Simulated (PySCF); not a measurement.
CH8MoO, multiplicity 1. Atoms are numbered in the order given.

```xyz
11

Mo    -0.0677    -0.6460     0.0000
O     -0.4062     1.1771     0.0000
C      0.1890     2.4373     0.0000
H     -0.5999     3.2074     0.0000
H      0.8139     2.5766    -0.8975
H      0.8139     2.5766     0.8975
H      1.1714    -1.7414     0.0000
H      0.0761    -1.4630     1.4683
H      0.0761    -1.4630    -1.4683
H      1.3033    -0.3000     0.7922
H      1.3033    -0.3000    -0.7922
```
Charge 0, spin multiplicity 1.

Coordinates come from a PBE0-D3(BJ)/def2-SVP optimisation. The spin state was assumed, not searched. The structure was generated by enumeration; whether it is a known compound was not checked. The def2 effective core potentials stand for the cores of Mo; spin–orbit coupling is left out.

Level of theory: PBE/def2-TZVPD (PySCF).

Mulliken values depend strongly on the basis, most of all with diffuse functions as here. ESP charges are fitted to the potential on shells at 1.4 to 2.0 van der Waals radii. Atomic charges (e):

| atom | Mulliken | ESP fit |
|---|---|---|
| Mo1 | -0.83 | ? |
| O2 | -0.65 | ? |
| C3 | -0.46 | -0.37 |
| H4 | 0.20 | 0.18 |
| H5 | 0.22 | 0.15 |
| H6 | 0.22 | 0.15 |
| H7 | 0.30 | ? |
| H8 | 0.21 | ? |
| H9 | 0.21 | ? |
| H10 | 0.29 | ? |
| H11 | 0.29 | ? |

**Question.** Fill in the missing entries. (The exact figures need the calculation; the answer reports its results.)

**Answer.** 
- Mo1, ESP fit: 1.06
- O2, ESP fit: -0.31
- H7, ESP fit: -0.14
- H8, ESP fit: -0.25
- H9, ESP fit: -0.25
- H10, ESP fit: -0.10
- H11, ESP fit: -0.10
